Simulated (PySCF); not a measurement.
Compound: Si(NCS)2Me2, C4H6N2S2Si.
Geometry (PBE0-D3(BJ)/def2-SVP, Å), atoms numbered from 1 in this order:
```
atom  x, y, z in Å
Si1   -0.1086   -0.0075   -0.0690
N2    -0.0396   -0.0312    1.6614
C3     0.0416   -0.0424    2.8532
S4     0.1419   -0.0575    4.4239
N5     1.5338    0.0346   -0.6182
C6     2.6769    0.0641   -0.9639
S7     4.1804    0.1025   -1.4284
C8    -0.9617    1.5476   -0.6152
H9    -0.9819    1.6115   -1.7141
H10   -0.4362    2.4321   -0.2253
H11   -1.9985    1.5701   -0.2459
C12   -0.8971   -1.5795   -0.6610
H13   -1.9320   -1.6554   -0.2932
H14   -0.3360   -2.4537   -0.2988
H15   -0.9158   -1.6113   -1.7613
```

Method: TDDFT PBE0/def2-SVPD, vertical, gas phase, core orbitals frozen in the response in PySCF.

Kohn–Sham orbitals with the atoms that hold most of them (Löwdin shares over 4%, at most four atoms; ? is withheld):

```json
{"orbital": "HOMO-3", "ε (eV)": "-7.87", "atoms": "S4 29%, S7 28%, C3 10%, C6 10%"}
{"orbital": "HOMO-2", "ε (eV)": "-7.64", "atoms": "S4 30%, S7 28%, N2 11%, C3 10%"}
{"orbital": "HOMO-1", "ε (eV)": "-7.57", "atoms": "?"}
{"orbital": "HOMO", "ε (eV)": "?", "atoms": "?"}
{"orbital": "LUMO", "ε (eV)": "-1.02", "atoms": "S4 16%, C3 16%, S7 16%, C6 16%"}
{"orbital": "LUMO+1", "ε (eV)": "-0.84", "atoms": "C3 15%, S4 15%, C6 15%, S7 15%"}
{"orbital": "LUMO+2", "ε (eV)": "-0.41", "atoms": "S7 15%, S4 14%, C6 14%, C3 14%"}
```

(1) Give the leading atoms of the HOMO.

(2) Which atoms hold the HOMO-1, and with what shares?

(3) What is the HOMO energy, and the HOMO–LUMO gap?

Answers

(1) S7 (bonded to C) 29%; S4 (bonded to C) 28%; N5 (bonded to C and Si) 11%; N2 (bonded to C and Si) 11%. By element: sulfur 58%, nitrogen 23%.

(2) S7 (bonded to C) 28%; S4 (bonded to C) 25%; N5 (bonded to C and Si) 10%; C6 (bonded to N and S) 9%. By element: sulfur 52%, nitrogen 10% or more, carbon 9% or more.

(3) ε(HOMO) = -7.52 eV; the gap is 6.50 eV (0.2389 hartree).

Problem. How does S1 compare with the orbital gap of 6.50 eV?

Solution. S1 is at 5.00 eV (f = 0.0000), 1.51 eV below the gap, made of HOMO-2→LUMO (56%), HOMO-1→LUMO+2 (19%), HOMO→LUMO+1 (18%). Its leading pair isn't HOMO and LUMO; the energies of that pair differ by 6.62 eV. 

Next come S2 at 5.00 eV (f 0.0003), HOMO-1→LUMO (68%), HOMO-2→LUMO+2 (20%); S3 at 5.18 eV (f 0.012), HOMO→LUMO (51%), HOMO-2→LUMO+1 (28%), HOMO-1→LUMO+3 (13%); S4 at 5.21 eV (f 0.0000), HOMO→LUMO+1 (61%), HOMO-2→LUMO (19%), HOMO-3→LUMO+3 (14%); S5 at 5.29 eV (f 0.0035), HOMO-1→LUMO+1 (38%), HOMO-3→LUMO (30%), HOMO→LUMO+2 (17%).

Löwdin shares depend on the basis, the more so with diffuse functions.

Time: 2.8 min wall (with the writing of density and orbital grids); peak memory 1.0 GiB. Hardware: AMD EPYC, one thread, no GPU, shared host with 64 logical CPUs at a one-minute load of 54.
